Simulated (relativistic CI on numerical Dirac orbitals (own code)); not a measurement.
## One change at a time: Ru15+

Base calculation: Dirac-Coulomb-Breit CI, orbitals from a KLI potential per configuration, model QED, unscaled Slater integrals.

CI space (outside the closed core [Ar]): 3d10 4s, 3d10 4p, 3d10 4d, 3d10 4f, 3d10 5s, 3d10 5p, 3d10 5d, 3d10 5f, 3d10 5g, 3d10 6s, 3d9 4p2, 3d10 6p, 3d9 4s2, 3d8 4s 4p2, 3d10 6d, 3d10 6f. Levels of other configurations are missing.

The lowest level and the first level of each name with at least 55 % of one term (blank where a level has no safe partner in the second run):

```tsv
Level	Base (cm⁻¹)	Shift (cm⁻¹)
3d10 4s 2S_1/2	0	0
3d10 4p 2P°_1/2	267096	-671
3d10 4p 2P°_3/2	309583	+22
3d10 4d 2D_3/2	743511	+662
3d10 4d 2D_5/2	750863	+964
3d10 4f 2F°_5/2	1190380	+1187
3d10 4f 2F°_7/2	1190614	+1299
3d10 5s 2S_1/2	1327501	+716
3d10 5p 2P°_1/2	1445434	+402
3d10 5p 2P°_3/2	1463578	+700
3d10 5d 2D_3/2	1655941	+956
3d10 5d 2D_5/2	1659266	+1108
3d10 5f 2F°_5/2	1850712	+1200
3d10 5f 2F°_7/2	1850931	+1269
```

At this charge energies of transitions that change n are usually good to better than 1 %, and those within a shell (Δn = 0) to a few per cent.

Problem. One thing was changed in a second run, which moved the levels as shown. Which?
A. QED terms removed
B. valence Slater integrals scaled by 0.9
C. Breit term removed
D. configuration mixing switched off

Solution. C. Breit term removed. The Breit term mainly narrows fine-structure intervals, so removing it widens them.

LS names give the leading component of a level, which can be under half, so a name can repeat, a term be missing and a line seem to break the LS rules.
